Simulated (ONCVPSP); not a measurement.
**Configuration tests for K (ONCV)**

K, optimised norm-conserving Vanderbilt (ONCV), made with ONCVPSP 4.0.1 (PBE, scalar-relativistic). Core [Ne], reference 3s2 3p6 4s1. Waves: 3s+4s: rc 1.75 bohr, ncon 4, nbas 8, qcut 7.6 1/bohr, 2 projectors; 3p: rc 1.85 bohr, ncon 4, nbas 8, qcut 7 1/bohr, 2 projectors, debl 3.9 Ha; d scattering state at 0.06 Ha: rc 1.95 bohr, ncon 4, nbas 8, qcut 5.1 1/bohr, 2 projectors, debl 1.5 Ha; f scattering state at 0.07 Ha: rc 1.90 bohr, ncon 5, nbas 9, qcut 6.6 1/bohr, 2 projectors, debl 0.8 Ha. Local part: polynomial inside 1.60 bohr (lpopt 5, dvloc0 4 Ha). Core correction: none.

Energies are relative to the spin-unpolarised reference configuration 3s2 3p6 4s1; without spin polarisation the order of configurations can differ from experiment.

| valence configuration | charge | ΔE all-electron (eV) | error AE − PS (meV) |
| --- | --- | --- | --- |
| 3s2 3p6 4s0 | +1 | 4.314 | -0.1 |
| 3s2 3p6 4s0.5 | +0.5 | 1.641 | 0.0 |

Task: What are ΔE and the potential's error for 3s2 3p5 4s1?

Result: ΔE = 24.930 eV all-electron; the error (AE − PS) is -1.9 meV.

Task: What are ΔE and the potential's error for 3s2 3p6 4s0 4p1?

Result: ΔE = 1.553 eV all-electron; the error (AE − PS) is +0.1 meV.

Levels in the configuration 3s2 3p6 4s0 4p1:

```csv
level,all-electron (eV),pseudo (eV)
3s,-36.823,-36.824
3p,-20.272,-20.272
4p,-1.387,-1.387
```
